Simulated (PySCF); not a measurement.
C4H5FO, SMILES FC1=COCC1. Atoms are numbered in the order given.

```xyz
11

F      0.0126    -2.1157     0.0000
C     -0.0369    -0.7748     0.0000
C     -1.1403    -0.0006     0.0000
O     -0.8704     1.3410     0.0000
C      0.5785     1.4876     0.0000
C      1.2073     0.0696     0.0000
H     -2.1998    -0.2842     0.0000
H      0.8575     2.0766     0.8978
H      0.8575     2.0766    -0.8978
H      1.8416    -0.1230     0.8931
H      1.8416    -0.1230    -0.8931
```

Geometry optimised at PBE-D3(BJ)/def2-SVP. A frequency run showed that this geometry is not a minimum. The values are those of a single conformer.

Level of theory: PBE/def2-TZVP (PySCF).

Isolated molecule, no solvent.

Q: Estimate the frontier levels, gap, dipole moment and polarisability. (Estimate from the structure and the level; the computed values follow.)

A: 
```json
{
 "highest_occupied_level": "-4.78 eV",
 "lowest_empty_level": "-0.29 eV",
 "orbital_gap": "4.49 eV",
 "dipole_moment": "1.47 D",
 "quadrupole, principal values (traceless, Buckingham form, about the centre of nuclear charge)": "-6.52, 0.27, 6.25 D·Å",
 "mean_static_polarisability": "50.3 bohr³ (7.45 Å³)",
 "polarisability_principal_values": "38.4, 54.4, 58.0 bohr³"
}
```
